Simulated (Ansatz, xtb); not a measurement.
## Two isomers of C5H8O3

Structure X is `C=CO[C@H](C)C(=O)O`, a singlet and structure Y is `C=COC(=O)OCC`, a singlet. Both are isolated molecules in the gas phase, relaxed with r2SCAN-D4/def2-SVP, each in the lowest conformer that the search found.

Question: Which of the two would you expect CCSD(T)/def2-SVP + ΔMP2/def2-TZVPP electronic energies to favour?

Answer: Structure Y; the calculation gives E(Y) − E(X) = −5.44 kJ/mol.

Level by level:

```tsv
level	geometry	E(Y) − E(X) (kJ/mol)	departure from the last row (kJ/mol)	job, with rough time for the two
GFN2-xTB	GFN2-xTB	−61.28	−55.85	optimisation, 0.19 s
HF/STO-3G	GFN2-xTB	−60.57	−55.14	single point, 0.42 s
r2SCAN-D4/def2-SVP//GFN2-xTB	GFN2-xTB	−18.21	−12.77	single point, 4.1 s
r2SCAN-D4/def2-SVP	r2SCAN-D4/def2-SVP	−16.50	−11.06	optimisation, 45 s
HF/def2-SVP	r2SCAN-D4/def2-SVP	−32.15	−26.71	part of the CCSD(T) run
MP2/def2-SVP	r2SCAN-D4/def2-SVP	−6.53	−1.09	part of the CCSD(T) run
CCSD(T)/def2-SVP	r2SCAN-D4/def2-SVP	−10.76	−5.32	single point
CCSD(T)/def2-SVP + ΔMP2/def2-TZVPP	r2SCAN-D4/def2-SVP	−5.44		single point, 2.3 min
```

As drawn, Y has 1 C–O, 1 C–H in place of 1 C–C, 1 O–H.

None of the levels shown reverses the order. The largest departure from CCSD(T)/def2-SVP + ΔMP2/def2-TZVPP is that of GFN2-xTB, 55.85 kJ/mol. The last row adds to CCSD(T) the change of the MP2 difference between the two basis sets, here +5.32 kJ/mol.

With thermal terms from frequencies at re-optimised GFN2-xTB minima (ideal gas, soft modes damped towards free rotors, one conformer each, 298.15 K, 1 atm): the zero-point term adds +1.22 kJ/mol; ΔH is −3.99 and ΔG −5.75 kJ/mol.

The correlated steps freeze 8 core orbitals. Mirror images aren't counted in ΔG. Run with Ansatz 0.2.0, xtb 6.7.1; the last row on 4 threads of Arm Neoverse V1 on a shared host.
